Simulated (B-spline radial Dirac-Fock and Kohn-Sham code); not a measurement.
# Auger decay of the 2s hole in Nd²⁺

System: neodymium as Nd²⁺ in the configuration 1s2 2s2 2p6 3s2 3p6 3d10 4s2 4p6 4d10 4f4 5s2 5p6.

Calculated with a radial atomic solver, using independent-particle radiative and Coulomb Auger rates from relativistic LDA hole-state orbitals, with Dirac-Fock energies. Kinetic energies are configuration averages from the vacuum level; the two-hole energies are estimated from single-hole states.

```
transition  kinetic energy (eV)  width (meV)  share (%)
   L1-L2N1                36.59          219        5.6
   L1-L2N2                104.7          151        3.9
   L1-L2N3                127.4          188        4.8
   L1-L3N1                550.6          259        6.6
   L1-L3N3                641.8          198        5.0
   L1-L3N4                754.9          268        6.9
   L1-L3N5                759.6          342        8.7
   L1-M1M3               4193.3          181        4.6
   L1-M1M5               4506.8          204        5.2
   L1-M4M5               5078.9          298        7.6
```

Coster-Kronig rates are the weakest part of this model and often come out 1.5 to 2.5 times too large. The listed channels hold 59 % of the non-radiative rate. Summed by principal shells, of 3.92 eV in all: LLN 53.4 %, LMM 30.6 %, LMN 9.9 %, LLO 4.3 %, LMO 0.8 %, LNN 0.8 %.
